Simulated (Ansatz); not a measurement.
Potential energy surface of H₂Be, singlet: symmetric bend, bond length relaxed. Scanned: H-Be-H angle. Other coordinates (Be-H bond length) were minimised at B3LYP/def2-TZVP.

Computed with full CI/aug-cc-pVTZ, frozen core in Ansatz (a program for electronic structure).

Scanned values (°): 180, 171.97, 160.71, 150.09, 139.46, 131.41, 121.92, 110.46, 98.23, 91.08, 80.83, 70.92, 60.

**Question.** Describe the profile: where are the wells and the tops?

**Answer.** Lower than their neighbours: 180° (0.0 mEh, end of the scan). Higher than their neighbours: 60° (140.2 mEh, end of the scan). The whole profile spans 140.2 mEh.
